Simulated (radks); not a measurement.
Task: Isoelectronic series with 43 electrons, each ion in its NIST ground configuration. Calculated with a radial shooting solver on a logarithmic mesh with Libxc functionals: Dirac Kohn-Sham, LDA (Slater exchange, Perdew-Wang correlation), spin-unpolarised, spherical densities, point nucleus; open shells fill j = l - 1/2 first. Total energies (hartree) and orbital eigenvalues (eV) (* marks an orbital that is empty in some or all of the ions):

| ion | configuration | E (hartree) | 5s1/2* | 4d5/2 | 4d3/2 |
|---|---|---|---|---|---|
| Tc | [Kr] 4d5 5s2 | -4281.95710 | -5.2428 | -6.6267 | -6.9135 |
| Pd3+ | [Kr] 4d7 | -5039.81475 | -30.8576 | -41.5639 | -42.1441 |
| In6+ | [Kr] 4d7 | -5867.84508 | -72.3636 | -102.5178 | -103.6046 |
| Te9+ | [Kr] 4d7 | -6766.77323 | -125.9991 | -181.5377 | -183.3304 |
| Cs12+ | [Kr] 4d7 | -7737.6833 | -191.1454 | -277.4038 | -280.1446 |
| Pm18+ | [Kr] 4d7 | -9900.8803 | -355.2647 | -517.7304 | -523.2866 |
| Gd21+ | [Kr] 4d7 | -11096.3769 | -454.2356 | -661.7173 | -669.2478 |
| Ho24+ | [Kr] 4d7 | -12370.2899 | -564.6066 | -821.4183 | -831.3799 |
| Yb27+ | [Kr] 4d7 | -13724.7695 | -686.5383 | -996.7649 | -1009.680 |
| Ta30+ | [Kr] 4d7 | -15162.2286 | -820.2345 | -1187.715 | -1204.175 |
| Os33+ | [Kr] 4d7 | -16685.3798 | -965.9411 | -1394.246 | -1414.918 |

Estimate the row of Ce15+ ([Kr] 4d7).

Result: E (hartree) -8781.8838; 5s1/2* -267.5834; 4d5/2 -389.5671; 4d3/2 -393.5453.
